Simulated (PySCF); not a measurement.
# MS₂ across group 4

Level: PBE0, basis family def2-TZVP, scalar-relativistic core potentials from Rb on and no relativity for lighter atoms.

Each entry is the lowest minimum that a search over a few typed start shapes (and spin states, where more than one is plausible) found, or that minimum re-optimised at the stated level; isomers with ligand–ligand bonds, or fragments after loss of a ligand pair, can lie lower. Open shells are unrestricted; no spin–orbit coupling; PySCF with density fitting.

```json
{"molecule": "TiS₂", "2S+1": "1", "point group": "C2v", "mean bond to the central atom (Å)": "2.065", "dipole (D)": "5.75", "atomisation (kJ/mol)": "891", "distinct angles (°)": "113", "polar-tensor charge of the central atom": "1.33"}
{"molecule": "ZrS₂", "2S+1": "1", "point group": "C2v", "mean bond to the central atom (Å)": "2.207", "dipole (D)": "7.14", "atomisation (kJ/mol)": "1050", "distinct angles (°)": "110", "polar-tensor charge of the central atom": "1.42"}
{"molecule": "HfS₂", "2S+1": "1", "point group": "C2v", "mean bond to the central atom (Å)": "2.214", "dipole (D)": "7.11", "atomisation (kJ/mol)": "1020", "distinct angles (°)": "111", "polar-tensor charge of the central atom": "1.33"}
```

The bond lengthens at every step; the largest change, 0.142 Å, falls between TiS₂ and ZrS₂ among the members listed.

The 4d and 5d members differ by only 0.007 Å, the mark of the lanthanide contraction and relativistic shrinkage of 6s.

Spin–orbit coupling can matter for HfS₂.

Left out of the table are members whose search was unfinished or whose lowest solution was spin-contaminated, unstable, very soft or bonded differently.
